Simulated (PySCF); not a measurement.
**Löwdin shares of the frontier orbitals**

Species: 2,3-hexanedione, C₆H₁₀O₂.
Geometry (GFN2-xTB, Å), atoms numbered from 1 in this order:
```xyz
18
C6H10O2 angstrom
C      3.044    0.057   -0.136
C      1.698   -0.638   -0.283
C      0.539    0.350   -0.218
C     -0.794   -0.308   -0.412
O     -0.963   -1.486   -0.612
C     -1.994    0.661   -0.349
C     -3.325   -0.016   -0.428
O     -1.829    1.851   -0.245
H      3.112    0.566    0.823
H      3.187    0.792   -0.925
H      3.851   -0.669   -0.196
H      1.576   -1.380    0.508
H      1.656   -1.169   -1.236
H      0.637    1.124   -0.985
H      0.519    0.875    0.742
H     -3.455   -0.636    0.458
H     -3.339   -0.682   -1.289
H     -4.128    0.713   -0.491
```

Method: TDDFT PBE0/def2-SVPD, vertical, gas phase, core orbitals frozen in the response (PySCF 2.14.0, density-fitted response routines).

Kohn–Sham orbitals with the atoms that hold most of them (Löwdin shares over 4%, at most four atoms; ? is withheld):

| orbital | ε (eV) | atoms |
| --- | --- | --- |
| LUMO+2 | 0.92 | C4 21%, C6 21%, O8 13%, O5 13% |
| LUMO+1 | 0.52 | C4 13%, C3 10%, C6 10%, C7 10% |
| LUMO | -2.46 | ? |
| HOMO | ? | ? |
| HOMO-1 | -9.24 | O8 38%, O5 31%, C6 8%, C4 8% |
| HOMO-2 | -9.57 | C2 28%, C1 16%, H13 12%, H12 11% |
| HOMO-3 | -9.80 | C2 24%, C3 19%, C1 17%, H11 8% |

(1) Which atoms hold the LUMO, and with what shares?

(2) Give the leading atoms of the HOMO.

(3) What is the HOMO energy, and the HOMO–LUMO gap?

## Answers

(1) O5 (bonded to C) 22%; O8 (bonded to C) 22%; C6 (bonded to 2 C and O) 22%; C4 (bonded to 2 C and O) 21%. By element: oxygen 45%, carbon 43% or more.

(2) O8 (bonded to C) 30%; O5 (bonded to C) 29%; C4 (bonded to 2 C and O) 11%; C6 (bonded to 2 C and O) 11%. By element: oxygen 59%, carbon 22% or more.

(3) ε(HOMO) = -7.17 eV; the gap is 4.71 eV (0.1731 hartree).

Task: How does S1 compare with the orbital gap of 4.71 eV?

Result: S1 is at 2.71 eV (f = 0.0001), 2.00 eV below the gap, made of HOMO→LUMO (99%). 

Task: Give energy, strength and leading configuration of S1, S2, S3 and S6, and follow the Löwdin shares of the leading atoms from the occupied to the empty orbital.

Result: 
- S1 (2.71 eV, f 0.0001), HOMO→LUMO (99%): O8 30% → 22%, O5 29% → 22%
- S2 (4.63 eV, f 0.0000), HOMO-1→LUMO (89%): O8 38% → 22%, O5 31% → 22%
- S3 (6.12 eV, f 0.013), HOMO-2→LUMO (99%): C2 28% → at most 13%, C1 16% → at most 13%, O5 at most 12% → 22%, O8 at most 12% → 22%
- S6 (6.58 eV, f 0.0001), HOMO→LUMO+1 (93%): O8 30% → at most 10%, O5 29% → at most 10%, C4 11% → 13%, C3 at most 11% → 10%

Löwdin shares depend on the basis, the more so with diffuse functions.

One conformer stands for the species.
